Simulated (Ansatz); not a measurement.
Ansatz (a first-principles code) input (CCSD(T)/aug-cc-pV(D+d)Z):
A basis named .json is the Basis Set Exchange file of that set.

Ansatz 0.2 input:
```yaml
crystal:
  periodic: [false, false, false]
  atoms:
    - {symbol: C, position_ang: [-1.47869199, 1.79729656, -0.58951216]}
    - {symbol: C, position_ang: [-1.31148253, 0.36545079, -0.09257554]}
    - {symbol: C, position_ang: [-2.12536162, -0.61087560, -0.93487888]}
    - {symbol: Si, position_ang: [0.60543299, -0.16088534, -0.01180060]}
    - {symbol: O, position_ang: [2.30082622, -0.55914154, -0.40931954]}
    - {symbol: O, position_ang: [0.98674457, 1.02844986, 1.17325346]}
    - {symbol: O, position_ang: [0.26831126, -1.64696747, 0.78955992]}
    - {symbol: H, position_ang: [-1.04474034, 1.90522845, -1.59193013]}
    - {symbol: H, position_ang: [-0.96012638, 2.50066307, 0.06526293]}
    - {symbol: H, position_ang: [-2.53515261, 2.09731844, -0.65317562]}
    - {symbol: H, position_ang: [-1.64920896, 0.30626405, 0.95248548]}
    - {symbol: H, position_ang: [-3.18536055, -0.32403030, -1.00043204]}
    - {symbol: H, position_ang: [-1.73107503, -0.65065485, -1.95848076]}
    - {symbol: H, position_ang: [-2.06710675, -1.62168817, -0.52594185]}
    - {symbol: H, position_ang: [2.81726702, -0.81109612, 0.38051751]}
    - {symbol: H, position_ang: [1.92786608, 1.21210015, 1.13375295]}
    - {symbol: H, position_ang: [0.99773607, -2.25166731, 0.63699860]}
basis:
  gaussian:
    orbitals: aug-cc-pV_D+d_Z.json
total_charge: -1
magnetization: {spin_polarized: true, initial_magnetization: 1}
correlation: {method: ccsd_t, electrons: outside_noble_gas}
output: {forces: true}
```

End of the output:

```
Atom 3 at     0.605433    -0.160885    -0.011801 Å, force    -0.261150     0.075073    -0.034492 eV/Å
Atom 4 at     2.300826    -0.559142    -0.409320 Å, force     0.223480     0.004117    -0.447153 eV/Å
Atom 5 at     0.986745     1.028450     1.173253 Å, force    -0.149831     0.377584     0.299433 eV/Å
Atom 6 at     0.268311    -1.646967     0.789560 Å, force    -0.336749    -0.318491     0.199606 eV/Å
Atom 7 at    -1.044740     1.905228    -1.591930 Å, force     0.161700     0.043773    -0.422598 eV/Å
Atom 8 at    -0.960126     2.500663     0.065263 Å, force     0.223613     0.325340     0.296482 eV/Å
Atom 9 at    -2.535153     2.097318    -0.653176 Å, force    -0.422556     0.102410    -0.005675 eV/Å
Atom 10 at    -1.649209     0.306264     0.952485 Å, force    -0.049959    -0.054702     0.474970 eV/Å
Atom 11 at    -3.185361    -0.324030    -1.000432 Å, force    -0.416720     0.124142    -0.002558 eV/Å
Atom 12 at    -1.731075    -0.650655    -1.958481 Å, force     0.148632    -0.004892    -0.429578 eV/Å
Atom 13 at    -2.067107    -1.621688    -0.525942 Å, force     0.013292    -0.457886     0.184156 eV/Å
Atom 14 at     2.817267    -0.811096     0.380518 Å, force    -0.036371    -0.012198     0.153155 eV/Å
Atom 15 at     1.927866     1.212100     1.133753 Å, force     0.248128     0.065818     0.023519 eV/Å
Atom 16 at     0.997736    -2.251667     0.636999 Å, force     0.181370    -0.182784    -0.012134 eV/Å
Dipole moment:    -0.251269     0.028294     0.273190 e Å
```
